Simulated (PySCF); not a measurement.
Gas-phase reaction: K2 + 2 HF → 2 KH + 2 F

Method: PySCF energies plus ideal-gas RRHO corrections (1 bar). The comparison is the NASA 1993 polynomial table, which mixes measured and estimated data. After a fit of one offset per element over all species, the range-separated, M06-2X, PBE0/def2-QZVP and CCSD(T)/def2-TZVPP enthalpies, where run, lie to one side of the table for K2 (-20 kJ/mol): a fault of the table's entry, another state or a shared error of the levels is possible; this was not checked at source. † marks an energy on the PBE0/def2-TZVP geometry and frequencies; other levels use their own. CCSD(T) freezes the core. 6-31G* has spherical d functions here. Open shells (unrestricted): F (multiplicity 2, electronic degeneracy 6); the rest are closed-shell singlets. Spin-orbit splitting is ignored; it lowers the true energy and changes the entropy of F. B3LYP is the form with VWN-RPA correlation. For K the outer core is correlated in a valence basis, which is rough. CCSD(T) isn't extrapolated to the basis-set limit; its ΔH°(298 K) is 807.9 kJ in def2-SVP and 840.0 kJ in def2-TZVPP. The harmonic model lacks anharmonicity and excited electronic states, which grow with temperature; levels with a mode under 35 cm⁻¹ are left out. The table's entry may be an old estimate for K2, KH (not checked at source).

```
level                ΔH°(298 K), kJ  minus table  ΔG°(800 K), kJ
-------------------  --------------  -----------  --------------
table                         826.2            -           729.2
B3LYP/6-31G*                  746.9        -79.3           647.9
BLYP/def2-TZVP†               818.9         -7.3           719.7
CCSD(T)/def2-TZVPP†           840.0         13.8           740.9
M06-2X/def2-TZVP†             839.1         12.9           739.9
PBE/def2-SVP                  833.4          7.2           734.4
PBE/def2-TZVP†                855.9         29.7           756.7
PBE0/def2-QZVP†               827.2          1.0           728.0
PBE0/def2-SVP†                801.5        -24.7           702.4
PBE0/def2-TZVP                820.0         -6.2           720.8
ωB97M-V/def2-TZVP†            799.9        -26.3           700.7
ωB97X-V/def2-TZVP†            790.5        -35.7           691.4
```
